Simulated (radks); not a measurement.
The numbers below are computed, except where a source is named.
Ba, configuration [Xe] 6s2. Level of theory: scalar-relativistic Kohn-Sham, PBE, spin-polarised, spherical densities, finite nucleus; Fermi nuclear charge, rms radius 4.8378 fm; hard spherical wall at 15 bohr (a radial shooting solver on a logarithmic mesh with Libxc functionals).

Radial electron density D(r) = 4 pi r^2 rho(r):

r (bohr)  D(r) (e/bohr)
0.001655          5.629
0.002261          9.293
0.003064          14.79
0.004186          23.04
0.005719          34.28
0.007751          47.58
0.01059           61.39
0.01435           71.06
0.01961           72.96
0.02678           67.49
0.0363            64.34
0.04959           74.72
0.06721           92.14
0.09182           92.47
0.1254            73.66
0.17              72.28
0.2322            81.65
0.3148            56.66
0.43              29.03
0.5875            32.57
0.7962            26.33
1.088             11.84
1.474             7.377
2.014             4.629
2.751             1.684
3.729            0.7305
5.094            0.4630
6.904            0.1660
9.431           0.02353
12.88         0.0008065

D(r) has 4 maxima, at r = 0.0178, 0.0789, 0.225, 0.626 bohr, and minima at 0.0346, 0.147, 0.462 bohr, inside which lie 1.97, 11.13, 28.97 electrons.
